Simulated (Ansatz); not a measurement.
FH6O2ScSi2 (`[F][Sc]([O][SiH3])[O][SiH3]`) at its PBE0-D4/def2-TZVP geometry, where that method's forces vanish. Charge 0, multiplicity 1.

```xyz
12

F     0.2097    2.9119    1.2960
Sc    0.0888    1.2301    0.5428
O     1.4930   -0.0059    0.7680
Si    2.6798   -1.1137    0.9367
O    -1.4407    0.7489   -0.4470
Si   -2.7403    0.2711   -1.3111
H     2.1999   -2.2556    1.7620
H     3.8662   -0.5110    1.6020
H     3.0943   -1.6297   -0.3964
H    -2.3094   -0.2840   -2.6232
H    -3.6533    1.4191   -1.5595
H    -3.4880   -0.7813   -0.5703
```

(1) What forces (eV/Å) does PBE-D4/def2-TZVPP give on these atoms in the Gaussian-basis code of Ansatz? (Best estimate.)

Results:

(1) The calculation gave: 
```
F1   0.020  0.283  0.127
Sc2  0.000  0.002 -0.001
O3  -0.191  0.181 -0.024
Si4  0.285 -0.259  0.039
O5   0.210  0.082  0.144
Si6 -0.309 -0.108 -0.211
H7  -0.048 -0.125  0.089
H8   0.135  0.058  0.074
H9   0.048 -0.060 -0.141
H10  0.041 -0.063 -0.142
H11 -0.108  0.121 -0.029
H12 -0.083 -0.113  0.076
```
